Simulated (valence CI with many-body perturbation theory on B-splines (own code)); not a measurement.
## Cs⁴⁹⁺: E2, E3, M1, M2 decay

Method: valence CI with perturbative core correlation (CI+MBPT): four valence electrons over a frozen Dirac-Fock core [He], a basis of 11 s, 11 p, 9 d, 7 f, 5 g, 2 h, 1 i functions for each j, with the one-electron correlation potential Σ1, the two-electron term Σ2, the three-electron term Σ3, Breit, model QED; selected CI, second order for the rest (own B-spline code, finite nucleus).

The last digits are not significant, and no measured levels were compared; by estimate large intervals hold to a few tenths of a per cent, small ones and those within an open d or f shell to about a per cent. Among the levels kept, up to 280 cm⁻¹ of a level comes from second order outside the variational space, and about a tenth of that is noise between levels of different J, which matters for small intervals.

Lines 1 to 46 of 46 in falling wavelength, among levels below 6114.6 eV, chosen from the decays that carry over 1 % of a level's rate. Wavelengths and rates use the calculated energies. Electric multipoles are in the length gauge, E1 and E2 with the static RPA response of the core. Weak lines are less certain than strong ones. Lines between different terms over intervals too small for the method are left out, as are lines whose strength nearly cancels. The highest levels of a list are the least certain.

Levels are named by their leading jj configuration (3d3/2^4 stands for four electrons in 3d with j = 3/2), which in mixed levels can hold well under half, so a name can repeat and another be missing. Letters in brackets count levels of one name in rising energy.

```
λ vac (Å)                           Upper                       Lower  Type   A (s⁻¹)  Branch %
    780.8          (2s^2 2p1/2 2p3/2) J=2      (2s^2 2p1/2 2p3/2) J=1    M1  1.07e+04       2.3
    34.28          (2s^2 2p1/2 2p3/2) J=1          (2s^2 2p1/2^2) J=0    M1  3.09e+08     100.0
    33.09              (2s^2 2p3/2^2) J=2      (2s^2 2p1/2 2p3/2) J=2    M1  2.55e+08      24.6
    32.84          (2s^2 2p1/2 2p3/2) J=2          (2s^2 2p1/2^2) J=0    E2  4.55e+05      97.7
    31.75              (2s^2 2p3/2^2) J=2      (2s^2 2p1/2 2p3/2) J=1    M1  2.59e+08      25.0
    28.70              (2s^2 2p3/2^2) J=0      (2s^2 2p1/2 2p3/2) J=1    M1  6.57e+08      48.7
    2.717          (2s^2 2p3/2 3d5/2) J=4            (2s 2p3/2^3) J=2    E2  6.82e+08       2.3
    2.530          (2s^2 2p3/2 3d5/2) J=4  (2s 2p1/2 2p3/2^2) J=2 [b]    E2  5.28e+08       1.8
    2.526      (2s 2p1/2 2p3/2 3p1/2) J=0  (2s 2p1/2 2p3/2^2) J=2 [b]    E2  1.61e+11       1.6
    2.513          (2s^2 2p1/2 3p1/2) J=1      (2s^2 2p1/2 2p3/2) J=2    E2  2.34e+11      31.3
    2.512          (2s 2p1/2^2 3p1/2) J=0      (2s 2p1/2^2 2p3/2) J=2    E2  4.51e+11      14.9
    2.505          (2s^2 2p1/2 3p1/2) J=1      (2s^2 2p1/2 2p3/2) J=1    E2  2.30e+11      30.8
    2.501          (2s^2 2p3/2 3p1/2) J=1          (2s^2 2p3/2^2) J=2    E2  2.43e+11       9.7
    2.500          (2s^2 2p3/2 3p1/2) J=2          (2s^2 2p3/2^2) J=2    E2  3.10e+11       1.9
    2.498          (2s^2 2p1/2 3p1/2) J=0      (2s^2 2p1/2 2p3/2) J=2    E2  4.43e+11      20.0
    2.498          (2s^2 2p3/2 3d5/2) J=4      (2s 2p1/2 2p3/2^2) J=3    E2  2.19e+09       7.3
    2.496      (2s 2p1/2 2p3/2 3p3/2) J=4  (2s 2p1/2 2p3/2^2) J=2 [b]    E2  1.22e+10       2.5
    2.476      (2s 2p1/2 2p3/2 3p1/2) J=0  (2s 2p1/2 2p3/2^2) J=2 [a]    E2  1.13e+11       1.1
    2.464      (2s 2p1/2 2p3/2 3p3/2) J=4      (2s 2p1/2 2p3/2^2) J=3    E2  1.29e+11      25.9
    2.463  (2s 2p1/2 2p3/2 3p3/2) J=0 [b]  (2s 2p1/2 2p3/2^2) J=2 [b]    E2  2.28e+11       6.3
    2.459  (2s 2p1/2 2p3/2 3p3/2) J=1 [d]  (2s 2p1/2 2p3/2^2) J=2 [b]    E2  1.33e+11       1.6
    2.454  (2s 2p1/2 2p3/2 3p3/2) J=1 [d]  (2s 2p1/2 2p3/2^2) J=1 [a]    E2  1.13e+11       1.3
    2.453          (2s 2p1/2^2 3p3/2) J=2      (2s 2p1/2^2 2p3/2) J=2    E2  1.58e+11       1.9
    2.452          (2s^2 2p3/2 3p3/2) J=1          (2s^2 2p3/2^2) J=2    E2  1.59e+11       3.3
    2.452          (2s^2 2p1/2 3p3/2) J=2      (2s^2 2p1/2 2p3/2) J=2    E2  1.57e+11      13.7
    2.449          (2s^2 2p3/2 3p3/2) J=3          (2s^2 2p3/2^2) J=2    E2  1.40e+11       1.2
    2.447      (2s 2p1/2 2p3/2 3p3/2) J=4  (2s 2p1/2 2p3/2^2) J=2 [a]    E2  8.15e+09       1.6
    2.444          (2s^2 2p1/2 3p3/2) J=2      (2s^2 2p1/2 2p3/2) J=1    E2  7.02e+10       6.1
    2.424      (2s 2p1/2 2p3/2 3d5/2) J=5      (2s 2p1/2 2p3/2^2) J=3    M2  6.84e+09      35.2
    2.424      (2s 2p1/2 2p3/2 3d5/2) J=5      (2s 2p1/2 2p3/2^2) J=3    E3  3.21e+08       1.7
    2.415  (2s 2p1/2 2p3/2 3p3/2) J=0 [b]  (2s 2p1/2 2p3/2^2) J=2 [a]    E2  6.93e+10       1.9
    2.410          (2s^2 2p3/2 3d5/2) J=4          (2s^2 2p3/2^2) J=2    M2  6.50e+09      21.8
    2.410          (2s^2 2p3/2 3d5/2) J=4          (2s^2 2p3/2^2) J=2    E3  4.51e+08       1.5
    2.320          (2s^2 2p3/2 3d5/2) J=4      (2s 2p1/2^2 2p3/2) J=2    E2  3.28e+09      11.0
    2.291      (2s 2p1/2 2p3/2 3p3/2) J=4      (2s 2p1/2^2 2p3/2) J=2    E2  2.47e+11      49.7
    2.286  (2s 2p1/2 2p3/2 3p3/2) J=1 [d]      (2s 2p1/2^2 2p3/2) J=1    E2  1.41e+11       1.7
    2.283          (2s^2 2p3/2 3p3/2) J=1      (2s^2 2p1/2 2p3/2) J=2    E2  1.91e+11       4.0
    2.281          (2s^2 2p1/2 3p3/2) J=2          (2s^2 2p1/2^2) J=0    E2  2.13e+11      18.6
    2.273          (2s^2 2p3/2 3p3/2) J=3      (2s^2 2p1/2 2p3/2) J=1    E2  1.28e+11       1.1
    2.273          (2s^2 2p3/2 3p3/2) J=2      (2s^2 2p1/2 2p3/2) J=2    E2  1.52e+11       1.2
    2.256      (2s 2p1/2 2p3/2 3d5/2) J=5      (2s 2p1/2^2 2p3/2) J=2    E3  8.16e+08       4.2
    2.246          (2s^2 2p3/2 3d5/2) J=4      (2s^2 2p1/2 2p3/2) J=2    M2  2.61e+09       8.8
    2.246          (2s^2 2p3/2 3d5/2) J=4      (2s^2 2p1/2 2p3/2) J=2    E3  3.38e+08       1.1
    2.240          (2s^2 2p3/2 3d5/2) J=4      (2s^2 2p1/2 2p3/2) J=1    E3  5.53e+08       1.9
    2.195      (2s 2p1/2 2p3/2 3d3/2) J=4      (2s^2 2p1/2 2p3/2) J=2    E2  5.14e+11      36.9
    2.168  (2s 2p1/2 2p3/2 3d3/2) J=1 [c]      (2s^2 2p1/2 2p3/2) J=1    E2  1.37e+12       1.0
```
